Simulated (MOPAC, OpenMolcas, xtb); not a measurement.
# InNH4 (SMILES [NH2][InH2]): the HOMO–LUMO gap, rung by rung

The species is InNH4 (6 atoms), meant as a singlet with charge 0. As SMILES, `[NH2][InH2]`. The coordinates come from a PBE0-D4/def2-TZVP relaxation.

Quantity: the HOMO–LUMO gap, in eV. The values are calculated.

| level | kind | program | value (eV) | CPU time |
| --- | --- | --- | --- | --- |
| PM3 | semi-empirical | MOPAC | 8.02 | under 2 s |
| GFN1-xTB | semi-empirical | xtb | 4.98 | under 2 s |
| HF/def2-SVP (core potential) | Hartree–Fock | OpenMolcas | 11.60 | 3.3 s |
| SVWN5/def2-SVP (core potential) | LDA | OpenMolcas | 3.83 | 8.9 s |
| BLYP/def2-SVP (core potential) | GGA | OpenMolcas | 3.79 | 12 s |
| r2SCAN/def2-SVP (core potential) | meta-GGA | OpenMolcas | 4.36 | 15 s |
| M06-2X/def2-SVP (core potential) | hybrid meta-GGA | OpenMolcas | 7.69 | 12 s |
| B2PLYP/def2-SVP (core potential) | double hybrid | OpenMolcas | 7.90 | 7.3 s |

The values span 3.79 to 11.60 eV. Orbital gaps aren't excitation energies, and those of double hybrids come from the SCF part alone; they tend to grow with the share of exact exchange. CPU times are rough (shared hosts, several kinds of processor): they show what a rung costs within a factor of a few.
